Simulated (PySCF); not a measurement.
Calculation: CAM-B3LYP-D3(BJ)/def2-TZVP (PySCF). Isolated molecules, 0 K electronic values unless said otherwise. One relaxed conformer stands for a flexible species; it need not be the lowest. Excitations are Tamm–Dancoff values on a coarser integration grid. The basis has no diffuse functions, so Rydberg states are missing or too high.

Reference species (SMILES): `C=C([SiH3])/C=C\Cl` (Si–C–C–C torsion 129°) (neutral, multiplicity 1).

```
Quantity           Value
---------------  -------
S1–T1 gap (TDA)  2.03 eV
HOMO–LUMO gap    8.40 eV
```

Changed species: `[SiH3]/C=C(\C=C)Cl` (C–C–C–Cl torsion 0°).

Task: Predict the effect on the S1–T1 gap (TDA) and HOMO–LUMO gap.

Result: the S1–T1 gap (TDA) rises by 0.56 eV, to 2.59 eV; the HOMO–LUMO gap falls by 0.56 eV, to 7.84 eV.
